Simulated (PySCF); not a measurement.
**Steps of a relaxation of [TaO2(OH)2]−**

[TaO2(OH)2]− (singlet; a saddle point, relaxed within its symmetry). PySCF 2.14.0, RKS PBE0, Ta def2-SVP with ECP60, O def2-SVP, H def2-SVP; non-relativistic Hamiltonian with scalar-relativistic core potentials where named; density fitting; no spin-orbit coupling. Origin of the start: template. Columns: position (Å) and force (eV/Å). Energies are counted from the last step; some of the 23 steps are shown. Forces carry noise of the integration grid, about 0.01 to 0.03 eV/Å.

Run from Python with OMP_NUM_THREADS=2. Where DIIS fails, smearing, a level shift and second-order steps follow.
It took 78 s on 2 threads of Arm Neoverse V1, on a shared host, from the converged density of the start.

```xyz
7
step 0  E = 6.068 eV
Ta    0.0303    0.0303   -0.0029    -9.77   -9.77   -1.71
O     1.5843    0.0303   -0.0029    19.85   -1.18    0.31
O     0.0303    1.5843   -0.0029    -1.18   19.85    0.31
O    -1.8177    0.0303   -0.0029    -8.38   -0.62    1.15
H    -2.7177    0.0303    0.3471     0.10    0.00   -0.61
O     0.0303   -1.8177   -0.0029    -0.62   -8.38    1.15
H     0.0303   -2.7177    0.3471     0.00    0.10   -0.61
```

```xyz
7
step 7  E = 0.404 eV
Ta    0.0829    0.0829   -0.1784    -0.66   -0.66    0.11
O     1.8335   -0.1223    0.0593     0.07    0.09    0.05
O    -0.1223    1.8335    0.0593     0.09    0.07    0.05
O    -1.9577   -0.2184    0.0505    -1.24    0.74    0.35
H    -2.7519    0.3038    0.3194     1.42   -0.43   -0.45
O    -0.2184   -1.9577    0.0505     0.74   -1.24    0.35
H     0.3038   -2.7519    0.3194    -0.43    1.42   -0.45
```

```xyz
7
step 15  E = 0.008 eV
Ta   -0.0539   -0.0539   -0.2946    -0.12   -0.12    0.12
O     1.6595   -0.2770    0.1437     0.15   -0.05   -0.01
O    -0.2770    1.6595    0.1437    -0.05    0.15   -0.01
O    -2.0757   -0.2711    0.0706    -0.03   -0.02    0.00
H    -2.4190    0.6069    0.2730     0.10   -0.03   -0.04
O    -0.2711   -2.0757    0.0706    -0.02   -0.03    0.00
H     0.6069   -2.4190    0.2730    -0.03    0.10   -0.04
```

Q: Where does the relaxation end?

A: It converges at step 22 in Cs:
```xyz
7
step 22  E = 0
Ta   -0.0610   -0.0610   -0.2609
O     1.6651   -0.2937    0.1403
O    -0.2937    1.6651    0.1403
O    -2.0843   -0.2805    0.0846
H    -2.3938    0.6180    0.2455
O    -0.2805   -2.0843    0.0846
H     0.6180   -2.3938    0.2455
```

Q: How did the contacts change?

A: 
```
    contact  start (Å)  end (Å)
 Ta1–O2 (O)      1.554    1.787
 Ta1–O3 (O)      1.554    1.787
Ta1–O4 (OH)      1.848    2.064
Ta1–O6 (OH)      1.848    2.064
```
